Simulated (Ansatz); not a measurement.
B(Cl)(OMe)(NH2) (CH₅BClNO), SMILES COB(N)Cl.

Coordinates come from a B3LYP-D3(BJ)/def2-SVP optimisation. The structure was generated by enumeration, and PubChem lists no compound with its InChIKey, so it may never have been made. One conformer was computed; it need not be the lowest.

Two levels are set side by side: PBE/def2-SVPD (Ansatz, a program for electronic structure) and PBE0/def2-SVPD (Ansatz). Energy differences of separate SCF runs at the same geometry; the states with an electron removed or added have multiplicity 2 and 2. Differences are taken from unrounded values.

```csv
quantity,PBE0
vertical ionisation energy (eV),10.35
vertical singlet–triplet gap (eV),6.73
```

Task: What does PBE give, and how far is it from PBE0? (Estimate from the structure and the level; the computed values follow.)

Result: 
| quantity | PBE | PBE minus PBE0 |
|---|---|---|
| vertical ionisation energy (eV) | 9.97 | -0.38 |
| vertical singlet–triplet gap (eV) | 6.36 | -0.37 |
